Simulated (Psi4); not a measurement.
Job for Psi4: SAPT0/aug-cc-pVDZ on CH4O2Se (a complex), monomers drawn apart or pushed together.

```
memory 2025 MB

molecule dimer {
0 1
O     1.06929457   -0.99983719    0.84770382
C     0.46778350   -0.55171561   -0.09122250
O    -0.59998483    0.24657967   -0.02902505
H     0.72738013   -0.74760930   -1.14021879
H    -0.82289129    0.41491516    0.91342077
--
0 1
Se   -0.91782145    0.46829886    3.19248368
H     0.21780446   -0.42203062    2.90164694
H    -1.84833029   -0.66995776    3.23564956
units angstrom
symmetry c1
no_reorient
no_com
}

set {
  basis aug-cc-pVDZ
  scf_type df
  freeze_core true
}

energy('sapt0')
```

It printed:

```
[...]
==> Input File <==

--------------------------------------------------------------------------
memory 2025 MB

molecule dimer {
0 1
O     1.06929457   -0.99983719    0.84770382
C     0.46778350   -0.55171561   -0.09122250
O    -0.59998483    0.24657967   -0.02902505
H     0.72738013   -0.74760930   -1.14021879
H    -0.82289129    0.41491516    0.91342077
--
0 1
Se   -0.91782145    0.46829886    3.19248368
H     0.21780446   -0.42203062    2.90164694
H    -1.84833029   -0.66995776    3.23564956
units angstrom
symmetry c1
no_reorient
no_com
}

set {
  basis aug-cc-pVDZ
  scf_type df
  freeze_core true
}

energy('sapt0')
--------------------------------------------------------------------------


   => Loading Basis Set <=

    Name: AUG-CC-PVDZ
    Role: ORBITAL
    Keyword: BASIS
    atoms 1, 3     entry O          line   254 file aug-cc-pvdz.gbs
    atoms 2        entry C          line   182 file aug-cc-pvdz.gbs
    atoms 4-5, 7-8 entry H          line    40 file aug-cc-pvdz.gbs
    atoms 6        entry SE         line  3217 file aug-cc-pvdz.gbs

   => Loading Basis Set <=

    Name: AUG-CC-PVDZ
    Role: ORBITAL
    Keyword: BASIS
    atoms 1, 3     entry O          line   254 file aug-cc-pvdz.gbs
    atoms 2        entry C          line   182 file aug-cc-pvdz.gbs
    atoms 4-5, 7-8 entry H          line    40 file aug-cc-pvdz.gbs
    atoms 6        entry SE         line  3217 file aug-cc-pvdz.gbs


  //>>>>>>>>>>>>>>>>>>>>>>>>>>>>>>>>>>>//
  //              Dimer HF             //
  //<<<<<<<<<<<<<<<<<<<<<<<<<<<<<<<<<<<//

   => Libint2 <=

    Primary   basis highest AM E, G, H:  7, 6, 3
    Auxiliary basis highest AM E, G, H:  7, 7, 4
    Onebody   basis highest AM E, G, H:  -, -, -
    Solid Harmonics ordering:            Gaussian


   => Loading Basis Set <=

    Name: AUG-CC-PVDZ
    Role: ORBITAL
    Keyword: BASIS
    atoms 1, 3     entry O          line   254 file aug-cc-pvdz.gbs
    atoms 2        entry C          line   182 file aug-cc-pvdz.gbs
    atoms 4-5, 7-8 entry H          line    40 file aug-cc-pvdz.gbs
    atoms 6        entry SE         line  3217 file aug-cc-pvdz.gbs


         ---------------------------------------------------------
                                   SCF
               by Justin Turney, Rob Parrish, Andy Simmonett
                          and Daniel G. A. Smith
                              RHF Reference
                        1 Threads,   1931 MiB Core
         ---------------------------------------------------------

  ==> Geometry <==

    Molecular point group: c1
    Full point group: C1

    Geometry (in Angstrom), charge = 0, multiplicity = 1:

       Center              X                  Y                   Z               Mass
    ------------   -----------------  -----------------  -----------------  -----------------
         O            1.069294570000    -0.999837190000     0.847703820000    15.994914619570
         C            0.467783500000    -0.551715610000    -0.091222500000    12.000000000000
         O           -0.599984830000     0.246579670000    -0.029025050000    15.994914619570
         H            0.727380130000    -0.747609300000    -1.140218790000     1.007825032230
         H           -0.822891290000     0.414915160000     0.913420770000     1.007825032230
         SE          -0.917821450000     0.468298860000     3.192483680000    79.916521800000
         H            0.217804460000    -0.422030620000     2.901646940000     1.007825032230
         H           -1.848330290000    -0.669957760000     3.235649560000     1.007825032230

  Running in c1 symmetry.

  Rotational constants: A =      0.28230  B =      0.01815  C =      0.01716 [cm^-1]
  Rotational constants: A =   8463.25356  B =    544.11454  C =    514.38277 [MHz]
  Nuclear repulsion =  230.263801578178999

  Charge       = 0
  Multiplicity = 1
  Electrons    = 60
  Nalpha       = 30
  Nbeta        = 30

  ==> Algorithm <==

  SCF Algorithm Type is DF.
  DIIS enabled.
  MOM disabled.
  Fractional occupation disabled.
  Guess Type is SAD.
  Energy threshold   = 1.00e-08
  Density threshold  = 1.00e-08
  Integral threshold = 1.00e-12

  ==> Primary Basis <==

  Basis Set: AUG-CC-PVDZ
    Blend: AUG-CC-PVDZ
    Number of shells: 61
    Number of basis functions: 141
    Number of Cartesian functions: 150
    Spherical Harmonics?: true
    Max angular momentum: 2

   => Loading Basis Set <=

    Name: (AUG-CC-PVDZ AUX)
    Role: JKFIT
    Keyword: DF_BASIS_SCF
    atoms 1, 3     entry O          line   270 file aug-cc-pvdz-jkfit.gbs
    atoms 2        entry C          line   154 file aug-cc-pvdz-jkfit.gbs
    atoms 4-5, 7-8 entry H          line    70 file aug-cc-pvdz-jkfit.gbs
    atoms 6        entry SE         line  1269 file aug-cc-pvdz-jkfit.gbs

  ==> Integral Setup <==

  DFHelper Memory: AOs need 0.091 GiB; user supplied 1.414 GiB.
  SCF_SUBTYPE=INCORE selected. In-core MEM_DF algorithm will be used.
  Using in-core AOs.

  ==> MemDFJK: Density-Fitted J/K Mat
[...]
989241362389

Computation Completed


Properties will be evaluated at   0.000000,   0.000000,   0.000000 [a0]

Properties computed using the SCF density matrix


 Multipole Moments:

 ------------------------------------------------------------------------------------
     Multipole            Electronic (a.u.)      Nuclear  (a.u.)        Total (a.u.)
 ------------------------------------------------------------------------------------

 L = 1.  Multiply by 2.5417464519 to convert [e a0] to [Debye]
 Dipole X            :         62.0833696          -62.0519071            0.0314625
 Dipole Y            :        -28.3499852           28.0249651           -0.3250201
 Dipole Z            :       -216.7581411          216.7170833           -0.0410579
 Magnitude           :                                                    0.3291105

 ------------------------------------------------------------------------------------

  Constructing Basis Sets for SAPT...

   => Loading Basis Set <=

    Name: (AUG-CC-PVDZ AUX)
    Role: RIFIT
    Keyword: DF_BASIS_SAPT
    atoms 1, 3     entry O          line   204 file aug-cc-pvdz-ri.gbs
    atoms 2        entry C          line   112 file aug-cc-pvdz-ri.gbs
    atoms 4-5, 7-8 entry H          line    30 file aug-cc-pvdz-ri.gbs
    atoms 6        entry SE         line   900 file aug-cc-pvdz-ri.gbs

   => Loading Basis Set <=

    Name: (AUG-CC-PVDZ AUX)
    Role: JKFIT
    Keyword: DF_BASIS_ELST
    atoms 1, 3     entry O          line   270 file aug-cc-pvdz-jkfit.gbs
    atoms 2        entry C          line   154 file aug-cc-pvdz-jkfit.gbs
    atoms 4-5, 7-8 entry H          line    70 file aug-cc-pvdz-jkfit.gbs
    atoms 6        entry SE         line  1269 file aug-cc-pvdz-jkfit.gbs


  //>>>>>>>>>>>>>>>>>>>>>>>>>>>>>>>>>>>//
  //               SAPT0               //
  //<<<<<<<<<<<<<<<<<<<<<<<<<<<<<<<<<<<//



        SAPT0
    Ed Hohenstein
     6 June 2009

      Orbital Information
  --------------------------
    NSO        =       141
    NMO        =       141
    NRI        =       438
    NRI (Elst) =       580
    NOCC A     =        12
    NOCC B     =        18
    FOCC A     =         3
    FOCC B     =         9
    NVIR A     =       129
    NVIR B     =       123

    Elst10,r            =    -0.020147996560 [Eh]
    Exch10              =     0.032164787235 [Eh]
    Exch10 (S^2)        =     0.031597176390 [Eh]

    Maxiter = 50
    CPHF R converge = 1.000000E-08

    Iter     Energy [mEh]          dE [mEh]         Residual      Time [s]
       1      -4.67325283       4.673252830     9.454322e-03             0
       2      -5.50750472       0.834251893     4.002530e-03             0
       3      -5.60174973       0.094245008     1.093423e-03             0
       4      -5.57057097      -0.031178757     4.359508e-04             0
       5      -5.56821755      -0.002353420     1.884494e-04             0
       6      -5.57148300       0.003265444     6.533659e-05             0
       7      -5.57180718       0.000324183     1.983455e-05             0
       8      -5.57147402      -0.000333156     4.894190e-06             0
       9      -5.57146939      -0.000004636     1.220020e-06             0
      10      -5.57148720       0.000017811     2.608605e-07             0
      11      -5.57148332      -0.000003881     5.430261e-08             0
      12      -5.57148358       0.000000266     1.763631e-08             0
      13      -5.57148372       0.000000137     7.143586e-09             0

    CHF Iterations converged

    Maxiter = 50
    CPHF R converge = 1.000000E-08

    Iter     Energy [mEh]          dE [mEh]         Residual      Time [s]
       1     -13.27583088      13.275830882     1.940314e-02             0
       2     -16.78474320       3.508912319     5.284021e-03             0
       3     -17.08423741       0.299494214     1.293828e-03             0
       4     -16.97968978      -0.104547634     2.751248e-04             0
       5     -16.98288794       0.003198159     8.951781e-05             0
       6     -16.98614981       0.003261870     2.226624e-05             0
       7     -16.98531927      -0.000830537     5.042996e-06             0
       8     -16.98538640       0.000067131     1.456196e-06             0
       9     -16.98540518       0.000018774     5.138072e-07             0
      10     -16.98539484      -0.000010340     1.230305e-07             1
      11     -16.98539653       0.000001697     2.680322e-08             1
      12     -16.98539637      -0.000000169     6.339176e-09             1

    CHF Iterations converged

    Ind20,r (A<-B)      =    -0.005571483721 [Eh]
    Ind20,r (B<-A)      =    -0.016985396365 [Eh]
    Ind20,r             =    -0.022556880086 [Eh]
    Exch-Ind20,r (A<-B) =     0.004861479294 [Eh]
    Exch-Ind20,r (B<-A) =     0.011778711856 [Eh]
    Exch-Ind20,r        =     0.016640191150 [Eh]
    Disp20              =    -0.010862651277 [Eh]
    Disp20 (SS)         =    -0.005431325639 [Eh]
    Disp20 (OS)         =    -0.005431325639 [Eh]
    Exch-Disp20         =     0.002250253345 [Eh]
    Exch-Disp20 (SS)    =     0.001373258511 [Eh]
    Exch-Disp20 (OS)    =     0.000876994833 [Eh]

    SAPT Results
  --------------------------------------------------------------------------------------------------------
    Electrostatics                -20.14799656 [mEh]     -12.64305872 [kcal/mol]     -52.89855768 [kJ/mol]
      Elst10,r                    -20.14799656 [mEh]     -12.64305872 [kcal/mol]     -52.89855768 [kJ/mol]

    Exchange                       32.16478723 [mEh]      20.18370871 [kcal/mol]      84.44863725 [kJ/mol]
      Exch10                       32.16478723 [mEh]      20.18370871 [kcal/mol]      84.44863725 [kJ/mol]
      Exch10(S^2)                  31.59717639 [mEh]      19.82752753 [kcal/mol]      82.95837518 [kJ/mol]

    Induction                     -10.47460559 [mEh]      -6.57291424 [kcal/mol]     -27.50107320 [kJ/mol]
      Ind20,r                     -22.55688009 [mEh]     -14.15465595 [kcal/mol]     -59.22308051 [kJ/mol]
      Exch-Ind20,r                 16.64019115 [mEh]      10.44187759 [kcal/mol]      43.68881585 [kJ/mol]
      delta HF,r (2)               -4.55791666 [mEh]      -2.86013588 [kcal/mol]     -11.96680854 [kJ/mol]

    Dispersion                     -8.61239793 [mEh]      -5.40436129 [kcal/mol]     -22.61184766 [kJ/mol]
      Disp20                      -10.86265128 [mEh]      -6.81641659 [kcal/mol]     -28.51988700 [kJ/mol]
      Exch-Disp20                   2.25025334 [mEh]       1.41205529 [kcal/mol]       5.90803934 [kJ/mol]
      Disp20 (SS)                  -5.43132564 [mEh]      -3.40820829 [kcal/mol]     -14.25994350 [kJ/mol]
      Disp20 (OS)                  -5.43132564 [mEh]      -3.40820829 [kcal/mol]     -14.25994350 [kJ/mol]
      Exch-Disp20 (SS)              1.37325851 [mEh]       0.86173273 [kcal/mol]       3.60548972 [kJ/mol]
      Exch-Disp20 (OS)              0.87699483 [mEh]       0.55032257 [kcal/mol]       2.30254962 [kJ/mol]

  Total HF                          1.54218508 [mEh]       0.96773575 [kcal/mol]       4.04900637 [kJ/mol]
  Total SAPT0                      -7.07021285 [mEh]      -4.43662555 [kcal/mol]     -18.56284129 [kJ/mol]

  Special recipe for scaled SAPT0 (see Manual):
    Electrostatics sSAPT0         -20.14799656 [mEh]     -12.64305872 [kcal/mol]     -52.89855768 [kJ/mol]
    Exchange sSAPT0                32.16478723 [mEh]      20.18370871 [kcal/mol]      84.44863725 [kJ/mol]
    Induction sSAPT0               -9.56162768 [mEh]      -6.00001195 [kcal/mol]     -25.10405001 [kJ/mol]
    Dispersion sSAPT0              -8.48893591 [mEh]      -5.32688771 [kcal/mol]     -22.28769817 [kJ/mol]
  Total sSAPT0                     -6.03377292 [mEh]      -3.78624967 [kcal/mol]     -15.84166861 [kJ/mol]
  --------------------------------------------------------------------------------------------------------



*** Psi4 exiting successfully. Buy a developer a beer!
```

The run finished.

Cost: very roughly 13 core-seconds.
